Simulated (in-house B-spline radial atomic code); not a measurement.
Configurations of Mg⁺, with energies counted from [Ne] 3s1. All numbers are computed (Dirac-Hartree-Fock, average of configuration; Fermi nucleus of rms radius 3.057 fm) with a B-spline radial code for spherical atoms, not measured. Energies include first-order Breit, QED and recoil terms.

Occupations are held fixed; configurations that lie above the ionisation limit could autoionise.

| configuration | E - E(ref) (eV) | highest orbital | its <r> (bohr) |
| --- | --- | --- | --- |
| [Ne] 4p1 | 9.7537 | 4p3/2 | 7.761 |
| [Ne] 4d1 | 11.3 | 4d3/2 | 10.32 |
| [Ne] 5g1 | 12.565 | 5g9/2 | 13.75 |
| [Ne] 6p1 | 12.814 | 6p3/2 | 20.73 |
| [Ne] 6g1 | 13.23 | 6g9/2 | 22 |
| [He] 2s2 2p5 3s1 4d1 | 62.892 | 4d3/2 | 9.643 |
| [He] 2s2 2p5 3s1 5g1 | 64.357 | 5g9/2 | 13.75 |
| [He] 2s2 2p5 3s1 6f1 | 65.016 | 6f7/2 | 23.87 |
| [He] 2s2 2p5 3s1 7g1 | 65.423 | 7g9/2 | 31.74 |

Task: Order these further configurations by energy, lowest first.
A. [Ne] 4s1
B. [Ne] 7d1
C. [He] 2s2 2p5 3s1 7f1
D. [He] 2s2 2p5 3s1 3d1
E. [He] 2s1 2p6 3s2

Result: A (8.4359 eV), B (13.622 eV), D (59.936 eV), C (65.419 eV), E (91.2 eV).

Task: How far above the reference does [Ne] 5p1 lie?

Result: 11.812 eV; its least bound orbital is 5p3/2 with <r> = 13.49 bohr.

Task: How far above the reference does [Ne] 3d1 lie?

Result: 8.6238 eV; its least bound orbital is 3d3/2 with <r> = 5.135 bohr.

Task: How far above the reference does [Ne] 6s1 lie?

Result: 12.516 eV; its least bound orbital is 6s1/2 with <r> = 18.37 bohr.
